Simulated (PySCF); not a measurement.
SMILES [CH3][Ge]([CH3])([CH3])/[CH]=[CH]/[GeH3] (C5H14Ge2) (GFN2-xTB optimised geometry):

```
21

Ge    -2.426    -2.114     4.063
C     -1.800    -1.153     2.493
C     -0.942    -1.642     1.606
Ge    -0.305    -0.692     0.000
C     -0.957    -1.652    -1.615
C     -0.986     1.172     0.000
C      1.684    -0.692     0.000
H     -1.771    -3.453     4.160
H     -2.141    -1.363     5.326
H     -3.908    -2.325     4.032
H     -2.192    -0.152     2.349
H     -0.556    -2.644     1.760
H     -2.043    -1.674    -1.637
H     -0.597    -2.676    -1.631
H     -0.609    -1.155    -2.517
H     -0.657     1.707     0.886
H     -0.618     1.706    -0.872
H     -2.072     1.192    -0.028
H      2.070    -0.179     0.875
H      2.072    -1.707     0.004
H      2.063    -0.189    -0.885
```

Method: PBE0/def2-SVP in PySCF.

Task: What are the frontier orbital energies and the dipole moment?

Result: HOMO-2 -8.26 eV, HOMO-1 -7.62 eV, HOMO -7.55 eV, LUMO -0.26 eV, LUMO+1 1.37 eV; dipole moment 1.04 D.

Meta-Löwdin charges at PBE0/def2-SVP: Ge1 0.35, C2 -0.28, C3 -0.28, Ge4 0.75, C5 -0.51, C6 -0.52, C7 -0.51, H8 -0.07, H9 -0.07, H10 -0.07, H11 0.10, H12 0.10, H13 0.11, H14 0.11, H15 0.11, H16 0.11, H17 0.11, H18 0.11, H19 0.11, H20 0.11, H21 0.11.
